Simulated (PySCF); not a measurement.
# Working out the ionisation energy of Ga

Ga [Ar] 3d10 4s2 4p1 (2P) → Ga⁺ [Ar] 3d10 4s2 (1S). Calculation: PySCF 2.14, in x2c-QZVPPall with one added diffuse shell each of s, p, d, f type (12s8p6d5f1g, 110 functions); the spin-free X2C one-electron Hamiltonian (Gaussian nucleus). Frozen: [Ne]. Energies in hartree (1 hartree = 27.21139 eV):

```csv
part,Ga (lower),Ga⁺ (upper)
UHF,-1942.230703,-1942.027472
MP2 opposite-spin,-0.545534,-0.539093
MP2 same-spin,-0.277667,-0.273007
```

**Question.** What does Hartree-Fock give?

**Answer.** (-1942.027472) − (-1942.230703) = 0.203231 hartree = 5.530 eV.

**Question.** What do MP2 and SCS-MP2 (6/5 opposite-spin, 1/3 same-spin) give?

**Answer.** The opposite-spin parts differ by 0.175 eV and the same-spin parts by 0.127 eV. MP2: 5.530 + (0.175) + (0.127) = 5.832 eV. SCS-MP2: 5.530 + 1.2 × (0.175) + (0.127)/3 = 5.782 eV.

Measured between the centres of the two terms (NIST): 5.931 eV, so MP2 (valence and next inner shell) is off by -0.099 eV.

What remains against the reference includes basis incompleteness, the frozen core and correlation beyond second order.
